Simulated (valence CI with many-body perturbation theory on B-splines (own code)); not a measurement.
**Br¹²⁺: M1 decay**

Level of theory: configuration interaction combined with many-body perturbation theory (CI+MBPT): five valence electrons over a frozen Dirac-Fock core [Ar], a basis of 7 s, 7 p, 8 d, 6 f, 4 g, 1 h functions for each j, with the one-electron correlation potential Σ1, the two-electron term Σ2, the three-electron term Σ3, Breit, model QED; selected CI, second order for the rest, scaled by the run's own slope (own B-spline code, finite nucleus).

No measured levels were compared; by estimate terms of the open shell hold to 2 to 4 % of their energy, and close levels can change places. Only levels of the ground parity were solved; by the run's estimate the other parity begins above the list, which can be wrong where configurations are misplaced.

Lines 1 to 50 of 120 in falling wavelength, among levels below 31.351 eV, chosen from the decays that carry over 1 % of a level's rate. Wavelengths and rates use the calculated energies, so an error of 2000 cm⁻¹ moves a line at 2238 nm by 45 % and its rate by three times that or more. Weak lines are less certain than strong ones. Lines between different terms over intervals too small for the method are left out, as are lines whose strength nearly cancels. Intervals below about 2000 cm⁻¹, as at the head of this list, are uncertain by tens of per cent. Branching is blank where the lifetime is uncertain.

Names give the largest LS component (configuration and term), which can be under half, so a name can repeat, a term be missing and a line seem to break the LS rules; names also repeat where a configuration has a term twice. Letters in brackets count levels of one name in rising energy.

| λ vac (nm) | Upper | Lower | Type | A (s⁻¹) | Branch % |
| --- | --- | --- | --- | --- | --- |
| 22440 | 3d⁵ ⁴G_9/2 | 3d⁵ ⁴G_7/2 | M1 | 3.95e-03 | 29.9 |
| 15550 | 3d⁵ ⁴G_9/2 | 3d⁵ ⁴G_11/2 | M1 | 9.24e-03 | 70.0 |
| 9574 | 3d⁵ ⁴G_7/2 | 3d⁵ ⁴G_5/2 | M1 | 4.61e-02 | 77.4 |
| 5531 | 3d⁵ ²I_13/2 | 3d⁵ ²I_11/2 | M1 | 6.75e-02 | 12.2 |
| 4429 | 3d⁵ ⁴P_1/2 | 3d⁵ ⁴P_3/2 | M1 | 5.67e-01 | 99.9 |
| 2515 | 3d⁵ ⁴F_3/2 | 3d⁵ ⁴F_5/2 | M1 | 2.44e+00 | 2.9 |
| 2493 | 3d⁵ ⁴D_5/2 | 3d⁵ ⁴D_7/2 | M1 | 1.39e+00 | 1.7 |
| 2238 | 3d⁵ ⁴F_5/2 | 3d⁵ ²F_7/2 [a] | M1 | 2.29e+00 | 4.7 |
| 1983 | 3d⁵ ²G_7/2 [a] | 3d⁵ ²H_9/2 | M1 | 4.52e-01 | 2.3 |
| 1937 | 3d⁵ ²G_9/2 [a] | 3d⁵ ²G_7/2 [a] | M1 | 1.00e+00 | 1.8 |
| 1363 | 3d⁵ ⁴F_5/2 | 3d⁵ ²D_3/2 [a] | M1 | 4.12e+00 | 8.5 |
| 1263 | 3d⁵ ²H_9/2 | 3d⁵ ⁴F_9/2 | M1 | 4.82e+00 | 4.9 |
| 1262 | 3d⁵ ²F_5/2 [a] | 3d⁵ ⁴F_7/2 | M1 | 4.56e+00 | 2.1 |
| 1094 | 3d⁵ ⁴D_1/2 | 3d⁵ ⁴P_1/2 | M1 | 1.40e+01 | 64.4 |
| 981.9 | 3d⁵ ⁴D_7/2 | 3d⁵ ⁴P_5/2 | M1 | 7.53e+00 | 59.9 |
| 979.9 | 3d⁵ ²G_9/2 [a] | 3d⁵ ²H_9/2 | M1 | 1.07e+01 | 19.0 |
| 977.5 | 3d⁵ ²G_7/2 [a] | 3d⁵ ⁴F_5/2 | M1 | 1.76e+00 | 8.8 |
| 883.8 | 3d⁵ ⁴F_3/2 | 3d⁵ ²D_3/2 [a] | M1 | 4.75e+00 | 5.6 |
| 877.6 | 3d⁵ ⁴D_1/2 | 3d⁵ ⁴P_3/2 | M1 | 7.74e+00 | 35.6 |
| 811.5 | 3d⁵ ⁴D_5/2 | 3d⁵ ⁴P_3/2 | M1 | 2.00e+00 | 2.5 |
| 783.7 | 3d⁵ ⁴D_3/2 | 3d⁵ ⁴P_3/2 | M1 | 1.23e+01 | 18.7 |
| 774.1 | 3d⁵ ⁴F_7/2 | 3d⁵ ²D_5/2 [a] | M1 | 1.20e+01 | 7.7 |
| 771.8 | 3d⁵ ²G_7/2 [a] | 3d⁵ ⁴F_9/2 | M1 | 2.83e+00 | 14.3 |
| 750.0 | 3d⁵ ²G_9/2 [a] | 3d⁵ ⁴F_7/2 | M1 | 3.62e+00 | 6.5 |
| 704.5 | 3d⁵ ⁴D_5/2 | 3d⁵ ⁴P_5/2 | M1 | 5.81e+00 | 7.2 |
| 700.7 | 3d⁵ ⁴D_7/2 | 3d⁵ ⁴G_9/2 | M1 | 1.57e+00 | 12.5 |
| 692.5 | 3d⁵ ²F_5/2 [b] | 3d⁵ ⁴F_3/2 | M1 | 9.89e+00 | 15.0 |
| 691.9 | 3d⁵ ²F_5/2 [a] | 3d⁵ ²F_7/2 [a] | M1 | 2.30e+00 | 1.1 |
| 685.6 | 3d⁵ ²F_7/2 [b] | 3d⁵ ²H_9/2 | M1 | 2.90e+00 | 5.8 |
| 683.4 | 3d⁵ ⁴D_3/2 | 3d⁵ ⁴P_5/2 | M1 | 4.33e+00 | 6.6 |
| 680.3 | 3d⁵ ²G_7/2 [a] | 3d⁵ ²F_7/2 [a] | M1 | 9.30e+00 | 46.9 |
| 679.5 | 3d⁵ ⁴D_7/2 | 3d⁵ ⁴G_7/2 | M1 | 2.09e+00 | 16.7 |
| 611.4 | 3d⁵ ²F_5/2 [b] | 3d⁵ ⁴F_7/2 | M1 | 1.08e+01 | 16.5 |
| 577.3 | 3d⁵ ²F_5/2 [a] | 3d⁵ ²D_3/2 [a] | M1 | 7.19e+00 | 3.3 |
| 567.0 | 3d⁵ ²D_5/2 [a] | 3d⁵ ⁴D_5/2 | M1 | 3.18e+00 | 1.4 |
| 551.9 | 3d⁵ ²G_9/2 [a] | 3d⁵ ⁴F_9/2 | M1 | 3.84e+00 | 6.9 |
| 543.0 | 3d⁵ ²F_5/2 [b] | 3d⁵ ⁴F_5/2 | M1 | 2.86e+00 | 4.3 |
| 505.7 | 3d⁵ ²F_7/2 [b] | 3d⁵ ⁴F_5/2 | M1 | 1.29e+01 | 26.0 |
| 494.8 | 3d⁵ ⁴D_3/2 | 3d⁵ ⁴G_5/2 | M1 | 1.23e+00 | 1.9 |
| 479.8 | 3d⁵ ²F_5/2 [a] | 3d⁵ ²D_5/2 [a] | M1 | 7.15e+01 | 33.1 |
| 474.2 | 3d⁵ ²G_7/2 [a] | 3d⁵ ²D_5/2 [a] | M1 | 5.33e-01 | 2.7 |
| 461.9 | 3d⁵ ²D_5/2 [a] | 3d⁵ ⁴D_7/2 | M1 | 2.54e+00 | 1.2 |
| 461.4 | 3d⁵ ²H_9/2 | 3d⁵ ²I_11/2 | M1 | 7.72e+00 | 7.9 |
| 444.5 | 3d⁵ ²F_7/2 [b] | 3d⁵ ⁴F_9/2 | M1 | 1.82e+01 | 36.5 |
| 416.2 | 3d⁵ ²F_7/2 [a] | 3d⁵ ⁴D_5/2 | M1 | 4.51e+00 | 9.4 |
| 412.5 | 3d⁵ ²F_7/2 [b] | 3d⁵ ²F_7/2 [a] | M1 | 4.03e+00 | 8.1 |
| 391.8 | 3d⁵ ²H_11/2 | 3d⁵ ²I_13/2 | M1 | 2.06e+01 |  |
| 388.3 | 3d⁵ ²F_5/2 [b] | 3d⁵ ²D_3/2 [a] | M1 | 8.12e+00 | 12.3 |
| 365.9 | 3d⁵ ²H_11/2 | 3d⁵ ²I_11/2 | M1 | 4.63e+01 |  |
| 356.7 | 3d⁵ ²F_7/2 [a] | 3d⁵ ⁴D_7/2 | M1 | 9.09e-01 | 1.9 |
